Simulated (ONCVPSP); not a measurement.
# Cutoff test, Si, ONCV

- Element: Si (Z = 14)
- Generator: ONCVPSP 4.0.1
- Type: optimised norm-conserving Vanderbilt (ONCV)
- Functional: PBEsol
- Relativity: scalar-relativistic
- Frozen core: [Ne]
- Valence charge: 4
- Reference configuration: 3s1 3p3
- Partial waves: 3s: rc 1.55 bohr, ncon 3, nbas 8, qcut 3.5 1/bohr, 1 projector; 3p: rc 1.65 bohr, ncon 4, nbas 9, qcut 4.3 1/bohr, 2 projectors, debl 2.8 Ha
- Local potential: polynomial inside 1.50 bohr (lpopt 5, dvloc0 1 Ha)
- Core correction: Teter function, fcfact 2.75, rcfact 1.3

Problem. For each optimised wave give the share of its norm inside rc, the residual kinetic energy above qcut (Ha) and the cutoffs (Ha) for errors of 10, 1, 0.1 and 0.01 mHa per electron.

Solution.

| wave | norm inside rc | residual KE | 10 mHa | 1 mHa | 0.1 mHa | 0.01 mHa |
| --- | --- | --- | --- | --- | --- | --- |
| 3s | 0.248 | 3.2e-03 | 4.6 | 12.1 | 68.9 | 106.6 |
| 3p | 0.167 | 4.1e-05 | 2.1 | 3.3 | 7.7 | 36.3 |
| p projector 2 | 0.127 | 4.3e-03 | 5.8 | 63.9 | 125.5 | 156.5 |

The occupied waves need 12 Ha and 69 Ha for 1 and 0.1 mHa. The cutoffs count occupied waves only; projector 2 of the p channel, the hardest unoccupied one, needs 64 Ha at the loose tolerance.
